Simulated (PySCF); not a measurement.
Does the answer move with the share of exact exchange?

CH₄ClGa.
Numbering: `[CH3:1][GaH:2][Cl:3]` (hydrogens: H4, H5, H6 on C1; H7 on Ga2)

Structure used (PBE0-D3(BJ)/def2-SVP), in Å, numbered top down from 1:
```
atom  x, y, z in Å
C1    -0.9145   -0.2583    0.0549
Ga2    0.8814    0.4869   -0.1040
Cl3    2.4676   -0.9853   -0.0940
H4    -1.6720    0.3836   -0.4166
H5    -1.1655   -0.3584    1.1235
H6    -0.9443   -1.2617   -0.3934
H7     1.3839    1.9607   -0.2217
```

PySCF, def2-SVPD basis, density fitting, gas phase, PBE0-D3(BJ)/def2-SVP geometry; singlet excitations by full TDDFT with frozen cores, triplets by Tamm–Dancoff TDDFT and ionisation energies by ΔSCF, from the lowest of the holes tried. One functional is left out:

```json
{"functional": "LDA", "exact exchange (%)": "0", "HOMO energy (eV)": "-7.01", "LUMO energy (eV)": "-2.48", "lowest singlet excitation (eV)": "4.62", "lowest triplet excitation (eV)": "4.44", "dipole moment (D)": "2.591", "mean polarisability (au)": "59.4", "vertical ionisation energy (eV)": "10.11"}
{"functional": "PBE", "exact exchange (%)": "0", "HOMO energy (eV)": "-6.92", "LUMO energy (eV)": "-2.23", "lowest singlet excitation (eV)": "4.76", "lowest triplet excitation (eV)": "4.55", "dipole moment (D)": "2.578", "mean polarisability (au)": "58.5", "vertical ionisation energy (eV)": "9.97"}
{"functional": "PBE0", "exact exchange (%)": "25", "HOMO energy (eV)": "-8.20", "LUMO energy (eV)": "-1.43", "lowest singlet excitation (eV)": "5.30", "lowest triplet excitation (eV)": "5.02", "dipole moment (D)": "2.672", "mean polarisability (au)": "55.7", "vertical ionisation energy (eV)": "10.32"}
{"functional": "BHandHLYP", "exact exchange (%)": "50", "HOMO energy (eV)": "-9.36", "LUMO energy (eV)": "-0.68", "lowest singlet excitation (eV)": "5.67", "lowest triplet excitation (eV)": "5.34", "dipole moment (D)": "2.728", "mean polarisability (au)": "54.0", "vertical ionisation energy (eV)": "10.51"}
```

Predict the row of B3LYP (20 % exact exchange) by straight lines through the other rows, and check it.

```csv
property,line,computed,computed − line,"PBE0 (25 %), for comparison"
HOMO energy (eV),-7.93,-7.96,-0.03,-8.20
LUMO energy (eV),-1.66,-1.70,-0.04,-1.43
lowest singlet excitation (eV),5.11,5.10,-0.01,5.30
lowest triplet excitation (eV),4.86,4.87,+0.01,5.02
dipole moment (D),2.646,2.643,-0.003,2.672
mean polarisability (au),56.8,56.7,-0.1,55.7
vertical ionisation energy (eV),10.24,10.27,+0.03,10.32
```

Which of these properties follows the share of exact exchange most closely, and which least?

Most closely the HOMO energy, least the vertical ionisation energy; the correlations over the tabulated rows are HOMO energy -0.999, dipole moment 0.991, LUMO energy 0.991, lowest triplet excitation 0.987, lowest singlet excitation 0.986, mean polarisability -0.977, vertical ionisation energy 0.966. The HOMO energy moves by -0.480 eV for every 10 %. Functionals with the same share still differ in their other parts: at 0 % LDA and PBE differ by 0.09 eV in it.
